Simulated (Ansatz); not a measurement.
Ansatz results at the PBE0-D4/def2-TZVP geometry: HOMO–LUMO gap (PBE/def2-TZVPP) 3.71 eV; HOMO–LUMO gap (PBE0/def2-TZVPP) 5.89 eV; LUMO energy (PBE/def2-TZVPP) -1.66 eV.

Each molecule was computed in one conformer, which needn't be the lowest.

Problem. Which molecule gave them?
A. `[SiH3][B](P)[Ga]([InH2])[GeH2][PH2]`
B. `N[SiH2]CCl`
C. `NB1CS1`
D. `NC[SiH2][NH][AlH2]`

Solution. D. The others give `N[SiH2]CCl`: 5.42, 7.79, -0.64; `NB1CS1`: 4.99, 7.08, -0.57; `[SiH3][B](P)[Ga]([InH2])[GeH2][PH2]`: 2.49, 4.14, -3.17.
